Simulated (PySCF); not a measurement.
A run for PySCF: R-M06-2X/6-31G* on C3H6O2 (a complex).

```python
from pyscf import gto, scf, dft, mp
from pyscf.data.elements import chemcore

mol = gto.M(
    atom='''
    O     0.37156839    0.92968938    0.38385986
    C    -0.01396512   -0.13057827    0.11522625
    O    -0.39888459   -1.18956670   -0.15788720
    C    -0.21803423   -0.63232953    3.50051021
    C     0.22950221    0.73351076    4.01293300
    H    -0.45587016   -1.30968392    4.32301690
    H     0.56218802   -1.10994726    2.90367187
    H    -1.11263037   -0.55222297    2.87893706
    H    -0.55086223    1.20543596    4.61314170
    H     0.46692212    1.40734097    3.18818947
    H     1.12007892    0.64829358    4.63865510
    ''',
    basis='6-31g*',
    cart=True,
    charge=0, spin=0, verbose=3, max_memory=1800)
mf = dft.RKS(mol, xc='m062x')
mf.conv_tol = 1e-8
mf.max_cycle = 100
mf.kernel()
if not mf.converged:
    mf = mf.newton().run(mf.mo_coeff, mf.mo_occ)
```

Program output:

```
converged SCF energy = -268.283125940755
```

The calculation finished and met its thresholds.

Cost: about 8 core-seconds (a rough figure).
